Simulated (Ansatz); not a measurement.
Species: sum formula TaOF, net charge 0, triplet state. This is an excited triplet: at this geometry the singlet lies 0.24 eV lower at RI-MP2/CBS(def2-TZVPPD,def2-QZVPPD)+[CCSD(T)-MP2]/def2-TZVPPD. 
Coordinates optimised at B3LYP-D3(BJ)/def2-TZVP (Ansatz, a program for electronic structure):
```xyz
3

Ta     0.0818    -0.1152     0.1096
O      1.0664     0.2131    -1.2605
F     -1.6116     0.7451     0.2312
```
Charge 0, spin multiplicity 3.

Wanted: vertical singlet-triplet gap (E(singlet) - E(triplet); the singlet is one closed-shell determinant, which may describe it poorly; each state is the SCF solution reached for its spin; for the singlet the Hartree-Fock reference is unstable and T1 is 0.027), in kcal/mol. Correlated levels leave the core frozen unless marked. Open shells are spin-unrestricted. Spin-orbit coupling is left out. The frozen core is the preceding noble-gas configuration, with the filled d and f shells of earlier blocks. In def2 rows, elements after Kr have scalar-relativistic effective core potentials. Basis-set limits of correlation are two-point, X^-3; Hartree-Fock from the larger set. The bracket is a focal-point correction in the basis named.

```
level                                                          program  vertical singlet-triplet gap (kcal/mol)  minus last row
-------------------------------------------------------------  -------  ---------------------------------------  --------------
HF/def2-SVPD                                                    Ansatz                                     23.2            28.8
SVWN5/def2-TZVPD                                                Ansatz                                     -5.3             0.3
B3LYP/def2-TZVPD                                                Ansatz                                     -0.1             5.5
wB97X-V/def2-TZVPD                                              Ansatz                                     -0.3             5.3
MP2/def2-SVPD                                                   Ansatz                                      1.4             7.0
RI-MP2/def2-TZVPPD                                              Ansatz                                      0.0             5.6
RI-MP2/CBS(def2-TZVPPD,def2-QZVPPD)+[CCSD(T)-MP2]/def2-TZVPPD   Ansatz                                     -5.6             0.0
```
